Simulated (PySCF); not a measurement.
CH7InO3, singlet (PBE0/def2-SVP optimised geometry):

```
12

In    -1.061    -1.613     0.000
H     -2.001    -1.958    -1.379
O      0.995    -1.613     0.000
H      1.379    -2.056     0.765
O     -1.557    -1.654     1.950
H     -2.487    -1.845     2.112
C     -0.522     1.406     1.132
O     -0.286     0.585     0.000
H     -0.760     0.803     2.024
H     -1.379     2.056     0.905
H      0.350     2.048     1.331
H      0.572     0.087     0.090
```

Computed with PBE0/def2-TZVP, def2 effective core potentials past Kr run with PySCF.

Question: What are the frontier orbital energies and the dipole moment?

Answer: HOMO-2 -8.42 eV, HOMO-1 -8.13 eV, HOMO -8.02 eV, LUMO -0.62 eV, LUMO+1 -0.06 eV; dipole moment 1.66 D.

On the same geometry PySCF with PBE/def2-TZVP, def2 effective core potentials past Kr gives HOMO-2 -6.91 eV, HOMO-1 -6.47 eV, HOMO -6.38 eV, LUMO -1.50 eV, LUMO+1 -0.77 eV; dipole moment 1.57 D.
